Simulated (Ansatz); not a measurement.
A first, cheap relaxation of CHBF$_{2}$Te (`FC1(F)B[Te]1`).

```yaml
crystal:
  periodic: [false, false, false]
  atoms:
    - {symbol: F, position_ang: [1.206500, -0.884900, 0.835700]}
    - {symbol: C, position_ang: [0.142800, -0.540500, -0.068100]}
    - {symbol: F, position_ang: [-0.773700, -1.568300, -0.316200]}
    - {symbol: B, position_ang: [-0.471100, 0.849800, 0.202700]}
    - {symbol: Te, position_ang: [0.748600, 0.439400, -1.746000]}
    - {symbol: H, position_ang: [-0.811000, 1.640500, 1.045900]}
basis:
  gaussian: {orbitals: def2-SVP}
hamiltonian: {xc: pbe, dispersion: d4}
relax: {f_tol: 0.03, max_steps: 200}
```

```sh
$ ansatz run in.yaml --threads 2 --pin off --events-out ev --progress --plain --max-ram 4352MiB
```

Shortened log:

```
Functional definition: PBE
mean field -14441.29711384 eV, -530.7078802709 hartree, gradient 4.8e-5 eV, S^2 0.000000; 0 other end points of the search recorded, 0 dependent functions left out
relax step   1: F+E_penalty+E_count = -14441.44621625 eV  Δ(F+E_penalty+E_count) = +0.000e0 eV  max|allowed force component| = 2.812e0 eV/Å  Δτ_max = 0.0000 Å  (29 SCF iters, accepted)
mean field -14442.01963932 eV, -530.7344325927 hartree, gradient 1.3e-5 eV, S^2 0.000000; 0 other end points of the search recorded, 0 dependent functions left out
relax step   2: F+E_penalty+E_count = -14442.16816158 eV  Δ(F+E_penalty+E_count) = -7.219e-1 eV  max|allowed force component| = 1.709e0 eV/Å  Δτ_max = 0.1961 Å  (37 SCF iters, accepted)
mean field -14442.24050131 eV, -530.7425491211 hartree, gradient 9.2e-6 eV, S^2 0.000000; 0 other end points of the search recorded, 0 dependent functions left out
relax step   3: F+E_penalty+E_count = -14442.38972106 eV  Δ(F+E_penalty+E_count) = -2.216e-1 eV  max|allowed force component| = 1.020e0 eV/Å  Δτ_max = 0.1265 Å  (37 SCF iters, accepted)
mean field -14442.24726081 eV, -530.7427975281 hartree, gradient 6.0e-6 eV, S^2 0.000000; 0 other end points of the search recorded, 0 dependent functions left out
relax step   4: F+E_penalty+E_count = -14442.39569538 eV  Δ(F+E_penalty+E_count) = -5.974e-3 eV  max|allowed force component| = 7.545e-1 eV/Å  Δτ_max = 0.0753 Å  (32 SCF iters, accepted)
mean field -14442.28189037 eV, -530.7440701408 hartree, gradient 6.4e-6 eV, S^2 0.000000; 0 other end points of the search recorded, 0 dependent functions left out
relax step   5: F+E_penalty+E_count = -14442.43008427 eV  Δ(F+E_penalty+E_count) = -3.439e-2 eV  max|allowed force component| = 4.798e-1 eV/Å  Δτ_max = 0.0907 Å  (32 SCF iters, accepted)
mean field -14442.28808933 eV, -530.7442979486 hartree, gradient 4.8e-6 eV, S^2 0.000000; 0 other end points of the search recorded, 0 dependent functions left out
relax step   6: F+E_penalty+E_count = -14442.43677565 eV  Δ(F+E_penalty+E_count) = -6.691e-3 eV  max|allowed force component| = 5.806e-1 eV/Å  Δτ_max = 0.0482 Å  (31 SCF iters, accepted)
mean field -14442.29598467 eV, -530.7445880970 hartree, gradient 1.0e-5 eV, S^2 0.000000; 0 other end points of the search recorded, 0 dependent functions left out
relax step   7: F+E_penalty+E_count = -14442.44451109 eV  Δ(F+E_penalty+E_count) = -7.735e-3 eV  max|allowed force component| = 1.639e-1 eV/Å  Δτ_max = 0.0319 Å  (31 SCF iters, accepted)
mean field -14442.29640429 eV, -530.7446035176 hartree, gradient 9.7e-6 eV, S^2 0.000000; 0 other end points of the search recorded, 0 dependent functions left out
relax step   8: F+E_penalty+E_count = -14442.44492477 eV  Δ(F+E_penalty+E_count) = -4.137e-4 eV  max|allowed force component| = 9.849e-2 eV/Å  Δτ_max = 0.0083 Å  (32 SCF iters, accepted)
mean field -14442.29656285 eV, -530.7446093444 hartree, gradient 9.8e-6 eV, S^2 0.000000; 0 other end points of the search recorded, 0 dependent functions left out
relax step   9: F+E_penalty+E_count = -14442.44507028 eV  Δ(F+E_penalty+E_count) = -1.455e-4 eV  max|allowed force component| = 5.762e-3 eV/Å  Δτ_max = 0.0026 Å  (33 SCF iters, accepted)
mean field -14442.29656285 eV, -530.7446093444 hartree, gradient 1.0e-5 eV, S^2 0.000000; 1 other end points of the search recorded, 0 dependent functions left out
Total energy: -14442.44509531 eV, -530.7500678117 hartree
Atom 0 at     1.159650    -1.109484     0.782480 Å, force    -0.002128    -0.000010    -0.001366 eV/Å
Atom 1 at     0.108943    -0.623698     0.121615 Å, force     0.003346    -0.001271    -0.000106 eV/Å
Atom 2 at    -0.722894    -1.624088    -0.167912 Å, force     0.001124     0.002957     0.000431 eV/Å
Atom 3 at    -0.297930     0.858102     0.126811 Å, force    -0.005762     0.002176     0.004493 eV/Å
Atom 4 at     0.664270     0.778335    -1.736419 Å, force     0.000517    -0.001105    -0.000280 eV/Å
Atom 5 at    -0.869939     1.656833     0.827426 Å, force     0.002904    -0.002746    -0.003172 eV/Å
Dipole moment:    -0.008816     0.069679    -0.020437 e Å
```

It took 77 s on 2 threads of an Intel Xeon on a shared host, with 0.15 GiB of host memory at the peak.
